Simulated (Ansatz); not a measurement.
`BBC=N` + `[OH][GaH2]` → `N=[CH][GaH][OH]` + `BB`  (formal exchange of groups at a C–B bond)

Program: Ansatz. Geometries: PBE0-D4/def2-TZVP. ΔE: electronic, gas phase. CCSD(T)/CBS is the MP2 limit (def2-TZVPP, def2-QZVPP) plus CCSD(T) − MP2 in def2-TZVPP, frozen cores. Functionals use def2-TZVPP. For Ga outer-core shells are correlated without core-valence functions, which leaves a few kJ/mol of doubt a bond. Scalar relativity is left out up to krypton. One conformer a species, not always the lowest.

Task: Is it downhill or uphill in electronic energy at CCSD(T)/CBS, and by how much? (Best estimate.)

Result: The calculation gave: Uphill: ΔE = +0.17 eV.

Task: What do these levels give: B97M-V, r2SCANh-D4, PBE-QIDH, PBE0, HF/def2-SVP, MP2/def2-QZVPP? (Best estimate.)

Result: Computed: B97M-V 0.36, r2SCANh-D4 0.26, PBE-QIDH 0.23, PBE0 0.26, HF/def2-SVP 0.23, MP2/def2-QZVPP 0.17 eV.

Largest T1 diagnostic among the species: 0.015.

In def2-TZVPP, CCSD(T) changes the Hartree–Fock value by −0.04 eV (the triples alone add −0.00 eV) and MP2 by −0.05 eV. Leaving LDA and LC-ωPBE aside and taking each functional with its dispersion term where it has one, the values, not all of them listed here, spread over 0.15 eV, from B2PLYP to B97M-V. LDA lies +0.06 eV from PBE without D4. At CCSD(T), def2-SVP lies +0.07 eV from the extrapolated value and def2-TZVPP −0.00 eV.
